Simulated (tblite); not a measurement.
Input of a run (GFN2-xTB geometry optimisation, gas phase (tblite 0.8.0)), started from a force field or distance geometry:
```
{"job": {"kind": "relax", "xc": "GFN2-xTB", "basis": "xTB"}, "charge": 0, "multiplicity": 1}
F      2.605200    -0.747800     1.519200
C      3.090500     0.119700     0.551900
F      4.446700    -0.176200     0.337500
F      3.098000     1.408500     1.091000
C      2.359700     0.040800    -0.722000
C      1.213600    -0.589800    -0.676700
C      0.075000    -1.202600    -0.604600
N     -1.026500    -0.424500    -0.246400
C     -2.275500    -0.861600    -0.140700
C     -3.158100     0.138700     0.223400
C     -2.367800     1.271200     0.337400
C     -1.076100     0.885400     0.046300
H      2.649300     0.438600    -1.641600
H      0.095300    -2.259800    -0.817700
H     -2.632300    -1.880700    -0.309200
H     -4.222700     0.032200     0.380800
H     -2.690600     2.271000     0.613500
H     -0.192500     1.543400     0.046100
```

Output (eV, eV/Å):
```
step      E/eV     max force
  0   -1013.01695    3.608
  1   -1013.34699    2.368
  2   -1013.41355    3.155
  3   -1013.49692    0.701
  4   -1013.54358    0.667
  5   -1013.58863    0.601
  6   -1013.61487    0.455
  7   -1013.63599    0.381
  8   -1013.65110    0.414
  9   -1013.65750    0.210
 10   -1013.65986    0.121
 11   -1013.66112    0.120
 12   -1013.66250    0.157
 13   -1013.66418    0.121
 14   -1013.66567    0.104
 15   -1013.66666    0.074
 16   -1013.66740    0.098
 17   -1013.66814    0.081
 18   -1013.66891    0.073
 19   -1013.66976    0.096
 20   -1013.67076    0.113
 21   -1013.67203    0.100
 22   -1013.67367    0.119
 23   -1013.67557    0.102
 24   -1013.67733    0.097
 25   -1013.67868    0.095
 26   -1013.67966    0.074
 27   -1013.68038    0.070
 28   -1013.68094    0.055
 29   -1013.68143    0.065
 30   -1013.68187    0.061
 31   -1013.68229    0.051
 32   -1013.68271    0.049
 33   -1013.68311    0.051
 34   -1013.68352    0.054
 35   -1013.68396    0.048
 36   -1013.68445    0.057
 37   -1013.68491    0.069
 38   -1013.68532    0.070
 39   -1013.68570    0.054
 40   -1013.68611    0.040
 41   -1013.68647    0.036
 42   -1013.68671    0.028
 43   -1013.68686    0.036
 44   -1013.68702    0.038
 45   -1013.68720    0.037
 46   -1013.68738    0.035
 47   -1013.68756    0.034
 48   -1013.68779    0.059
 49   -1013.68817    0.082
 50   -1013.68882    0.093
 51   -1013.68963    0.081
 52   -1013.69027    0.054
 53   -1013.69059    0.037
 54   -1013.69080    0.052
 55   -1013.69107    0.054
 56   -1013.69133    0.040
 57   -1013.69152    0.027
 58   -1013.69164    0.026
 59   -1013.69174    0.024
 60   -1013.69182    0.019
 61   -1013.69188    0.012
 62   -1013.69190    0.012
 63   -1013.69192    0.012
 64   -1013.69195    0.012
 65   -1013.69198    0.013
 66   -1013.69201    0.015
 67   -1013.69204    0.015
 68   -1013.69208    0.014
 69   -1013.69212    0.016
 70   -1013.69216    0.015
 71   -1013.69220    0.014
 72   -1013.69223    0.017
 73   -1013.69228    0.021
 74   -1013.69234    0.023
 75   -1013.69240    0.018
 76   -1013.69243    0.011
 77   -1013.69246    0.012
 78   -1013.69248    0.012
 79   -1013.69250    0.010
```

Question: Summarise the run.

Answer: The energy falls by 65.2 kJ/mol over 79 L-BFGS steps, the largest force on an atom goes from 3.61 to 0.010 eV/Å, and the atoms move by 0.201 Å rms after alignment. The bond that changes most is C2–F3 (CF3 carbon to fluorine of a CF3 group), which shortens by 0.061 Å. Bonds longer at the end by more than 0.005 Å: 6 of 18; shorter: 11. Among the angles that change most is C2–C5–H13, from 127.2° to 114.0°. The energy never rose by more than 1e-5 eV on the way. The first step brought 49 % of the lowering.

Question: What are the final bond lengths?

Answer: F1–C2 1.339 Å, C2–F3 1.343 Å, C2–F4 1.347 Å, C2–C5 1.503 Å, C5=C6 1.298 Å, C6=C7 1.305 Å, C7–N8 1.378 Å, N8–C9 1.369 Å, C9–C10 1.362 Å, C10–C11 1.416 Å, C11–C12 1.362 Å, N8–C12 1.369 Å, C5–H13 1.081 Å, C7–H14 1.084 Å, C9–H15 1.072 Å, C10–H16 1.072 Å, C11–H17 1.072 Å, C12–H18 1.072 Å. Numbering counts from 1 in the input's order; the species is `FC(F)(F)C=C=CN1C=CC=C1`.

Time: 0.65 s. Hardware: Arm Neoverse V1, one thread, on a shared host.

Its lowest GFN2-xTB frequency is 15 cm⁻¹, too small to tell a flat minimum from a shallow saddle. The numbers are those of one conformer. 3 starts were optimised and ended at 0.00, 0.06 and 0.14 kcal/mol (GFN2-xTB); the lowest of these is shown.

Conformer computed: `[F:1][C:2]([F:3])([F:4])[CH:5]=[C:6]=[CH:7][n:8]1[cH:9][cH:10][cH:11][cH:12]1`: F1–C2–C5–C6 16°, C6–C7–N8–C9 178°.
